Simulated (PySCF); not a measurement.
C3H9N, charge +1, doublet, geometry from GFN2-xTB (a state made from the parent by changing its charge; the spin is typed, not shown lowest); CAMB3LYP/def2-SVP (PySCF).

Here is a job for PySCF.
```python
from pyscf import gto, scf, dft

mol = gto.Mole()
mol.atom = '''
    C    -0.586976    1.209356    0.590904
    C    -0.008740    0.088029   -0.263518
    C     1.438712   -0.293058    0.021830
    N    -0.855916   -1.003974   -0.396140
    H     0.044677    2.091622    0.547727
    H    -0.641650    0.874418    1.627980
    H    -1.592098    1.487150    0.279473
    H     0.061085    0.567211   -1.280054
    H     1.813157   -1.038464   -0.677162
    H     1.503866   -0.716871    1.025242
    H     2.083351    0.579576   -0.024996
    H    -0.491597   -1.924164   -0.600700
    H    -1.847355   -0.918624   -0.219828
'''
mol.basis = 'def2-svp'
mol.charge = 1
mol.spin = 1
mol.verbose = 4
mol.build()

mf = dft.UKS(mol)
mf.xc = 'camb3lyp'
mf.kernel()
```

The log (banner, timings and long lists left out):

```
PySCF version 2.14.0

[INPUT] verbose = 4
[INPUT] num. atoms = 13
[INPUT] num. electrons = 33
[INPUT] charge = 1
[INPUT] spin (= nelec alpha-beta = 2S) = 1
[INPUT] symmetry False subgroup None
[INPUT] Mole.unit = angstrom
[INPUT] Symbol           X                Y                Z      unit          X                Y                Z       unit  Magmom
[INPUT]  1 C     -0.586976000000   1.209356000000   0.590904000000 AA   -1.109223881693   2.285351627100   1.116646725910 Bohr   0.0
[INPUT]  2 C     -0.008740000000   0.088029000000  -0.263518000000 AA   -0.016516206329   0.166350701019  -0.497976848893 Bohr   0.0
[INPUT]  3 C      1.438712000000  -0.293058000000   0.021830000000 AA    2.718771652125  -0.553799358613   0.041252721299 Bohr   0.0
[INPUT]  4 N     -0.855916000000  -1.003974000000  -0.396140000000 AA   -1.617446825633  -1.897235896184  -0.748596106985 Bohr   0.0
[INPUT]  5 H      0.044677000000   2.091622000000   0.547727000000 AA    0.084427294067   3.952592736115   1.035054021030 Bohr   0.0
[INPUT]  6 H     -0.641650000000   0.874418000000   1.627980000000 AA   -1.212542767827   1.652410538390   3.076436336269 Bohr   0.0
[INPUT]  7 H     -1.592098000000   1.487150000000   0.279473000000 AA   -3.008629183468   2.810306206147   0.528127429211 Bohr   0.0
[INPUT]  8 H      0.061085000000   0.567211000000  -1.280054000000 AA    0.115433920319   1.071873444841  -2.418951484654 Bohr   0.0
[INPUT]  9 H      1.813157000000  -1.038464000000  -0.677162000000 AA    3.426370150838  -1.962412550220  -1.279650721963 Bohr   0.0
[INPUT] 10 H      1.503866000000  -0.716871000000   1.025242000000 AA    2.841894868045  -1.354689856643   1.937426591401 Bohr   0.0
[INPUT] 11 H      2.083351000000   0.579576000000  -0.024996000000 AA    3.936962811339   1.095239908371  -0.047235594210 Bohr   0.0
[INPUT] 12 H     -0.491597000000  -1.924164000000  -0.600700000000 AA   -0.928983693658  -3.636142978748  -1.135158483026 Bohr   0.0
[INPUT] 13 H     -1.847355000000  -0.918624000000  -0.219828000000 AA   -3.490995004846  -1.735947771452  -0.415414714511 Bohr   0.0

nuclear repulsion = 136.286478879799
number of shells = 51
number of NR pGTOs = 159
number of NR cGTOs = 101
basis = def2-svp
ecp = {}

******** <class 'pyscf.dft.uks.UKS'> ********
method = UKS
initial guess = minao
damping factor = 0
level_shift factor = 0
DIIS = <class 'pyscf.scf.diis.CDIIS'>
diis_start_cycle = 1
diis_space = 8
diis_damp = 0
SCF conv_tol = 1e-09
SCF conv_tol_grad = None
SCF max_cycles = 50
direct_scf = True
direct_scf_tol = 1e-13
number electrons alpha = 17  beta = 16
XC library pyscf.dft.libxc version 7.1.2
    S. Lehtola, C. Steigemann, M. J. T. Oliveira, and M. A. L. Marques,  SoftwareX 7, 1–5 (2018)
XC functionals = camb3lyp
    T. Yanai, D. P. Tew, and N. C. Handy,  Chem. Phys. Lett. 393, 51 (2004)
radial grids:
    Treutler-Ahlrichs [JCP 102, 346 (1995); DOI:10.1063/1.469408] (M4) radial grids

becke partition: Becke, JCP 88, 2547 (1988); DOI:10.1063/1.454033
pruning grids: <function nwchem_prune>
grids dens level: 3
symmetrized grids: False
atomic radii adjust function: <function treutler_atomic_radii_adjust>
small_rho_cutoff = 0
Set gradient conv threshold to 3.16228e-05
tot grids = 144528
init E= -174.577455246687

cycle= 1 E= -173.906307273576  delta_E= 0.671  |g|= 0.237  |ddm|= 2.35
cycle= 2 E= -173.920840434618  delta_E= -0.0145  |g|= 0.207  |ddm|= 0.561
cycle= 3 E= -173.941032904908  delta_E= -0.0202  |g|= 0.038  |ddm|= 0.191
cycle= 4 E= -173.941648940083  delta_E= -0.000616  |g|= 0.0172  |ddm|= 0.0468
cycle= 5 E= -173.941849726315  delta_E= -0.000201  |g|= 0.00694  |ddm|= 0.0204
cycle= 6 E= -173.94190147389  delta_E= -5.17e-05  |g|= 0.0023  |ddm|= 0.0125
cycle= 7 E= -173.941913195437  delta_E= -1.17e-05  |g|= 0.00086  |ddm|= 0.00707
cycle= 8 E= -173.941914455995  delta_E= -1.26e-06  |g|= 0.000394  |ddm|= 0.00231
cycle= 9 E= -173.941914672092  delta_E= -2.16e-07  |g|= 0.000123  |ddm|= 0.000986
cycle= 10 E= -173.941914697754  delta_E= -2.57e-08  |g|= 3.16e-05  |ddm|= 0.00038
cycle= 11 E= -173.9419146992  delta_E= -1.45e-09  |g|= 1.29e-05  |ddm|= 7.29e-05
cycle= 12 E= -173.941914699459  delta_E= -2.59e-10  |g|= 2.47e-06  |ddm|= 4.26e-05
Extra cycle  E= -173.941914699467  delta_E= -8.47e-12  |g|= 1.67e-06  |ddm|= 4.93e-06
converged SCF energy = -173.941914699467  <S^2> = 0.75539754  2S+1 = 2.0053903
```
